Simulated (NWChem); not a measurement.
System: PbS, singlet; SMILES [S]=[Pb]

Input file for NWChem:

```
start job
memory heap 200 mb stack 900 mb global 1100 mb
geometry units angstroms noautosym nocenter noautoz
  Pb     0.000000     0.000000    -0.377492
  S      0.000000     0.000000     1.930613
end
basis spherical
  * library def2-svp
end
ecp
  Pb library def2-ecp
end
dft
  xc xcamb88 1.00 lyp 0.81 vwn_5 0.19 hfexch 1.00
  cam 0.33 cam_alpha 0.19 cam_beta 0.46
  iterations 150
end
property
  response 1 0.0
end
task dft property
```

Low-valent species are run as closed-shell singlets; no triplet was tried in these runs. Coordinates come from a PBE0/def2-SVP optimisation. def2 effective core potentials on Pb; no spin-orbit coupling.

Static field.

Problem. Give the results of this calculation. (CAM-B3LYP/def2-SVP with def2 effective core potentials on Pb.) Quantities: basis functions; isotropic polarisability (bohr³); anisotropy (bohr³).

Solution. 
| Quantity | Result |
|---|---|
| number of basis functions | 44 |
| isotropic polarisability (bohr³) | 48.1 |
| anisotropy (bohr³) | 47.5 |
